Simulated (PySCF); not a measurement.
Zn(SiMe3)(GeH3), C3H12GeSiZn, SMILES C[Si](C)(C)[Zn][GeH3] at its GFN2-xTB optimised geometry (Å):

```
18

Zn    -0.7647    -0.6967     0.0000
Si    -1.9997     1.4013    -0.0265
C     -3.2756     1.4822    -1.4574
C     -0.8571     2.9278    -0.2400
C     -2.9880     1.6898     1.5924
H     -3.8066     2.4302    -1.4503
H     -2.7971     1.3844    -2.4282
H     -4.0178     0.6925    -1.3784
H     -0.3046     2.8879    -1.1748
H     -0.1311     3.0011     0.5652
H     -1.4355     3.8477    -0.2423
H     -2.3317     1.7526     2.4562
H     -3.6969     0.8874     1.7787
H     -3.5515     2.6175     1.5432
Ge     0.4857    -2.8572     0.0000
H      0.2956    -3.8326    -1.1426
H      1.9997    -2.8572     0.0000
H      0.2954    -3.8477     1.1290
```

Method: B3LYP/def2-SVP run with PySCF 2.14.0.

Map of the deformation density (molecule minus spherical neutral atoms) (e/bohr³) on the plane z = 0.8 Å:

```
|.............................|
|.............................|
|.............................|
|.............................|
|.............................|
|............ ................|
|..........  .:. .............|
|........    .+: .............|
|........    .-. .............|
|..... .:-:   ................|
|.....  +@+   ................|
|..... .=%=   ................|
|..... ..::...................|
|.......  .:-:................|
|..........:::................|
|..........:..................|
|.............................|
|..............::.............|
|............::-:.............|
|............::-:.............|
|.............::...:..........|
|.............:--:.:..........|
|.............:#@=............|
|.............:#@=............|
|..............:-:............|
|.............................|
|.............................|
|.............................|
|.............................|
```
Scale: ten equal steps from -0.011 (start of ' ') to 0.046 (end of '@'), in the order ' .:-=+*#%@'; x runs from -6.00 to 6.00, y from -6.00 (bottom) to 6.00 (top).
